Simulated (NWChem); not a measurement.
Molecule: BHBr2; SMILES BrBBr

Program: NWChem. All runs use the structure optimised with PBE-D3(BJ)/def2-SVP. B3LYP is NWChem's, with the RPA form of VWN correlation.

Problem. Taking B3LYP/def2-QZVP as the yardstick, which of these has the fewest basis functions while keeping “highest occupied level (eV)” within 0.05 eV of it: B3LYP/def2-TZVPP; B3LYP/def2-SVP; B3LYP/def2-SVPD; B3LYP/def2-TZVP?

Solution. B3LYP/def2-SVPD.
| level | basis functions | highest occupied level (eV) | relative time (rough) |
|---|---|---|---|
| B3LYP/def2-SVP | 83 | -8.10 | 1 |
| B3LYP/def2-SVPD | 110 | -8.31 | 2 |
| B3LYP/def2-TZVP | 133 | -8.28 | 4 |
| B3LYP/def2-TZVPP | 141 | -8.28 | 4 |
| B3LYP/def2-QZVP | 237 | -8.29 | 10 |

The yardstick is one finite set, not the basis-set limit.
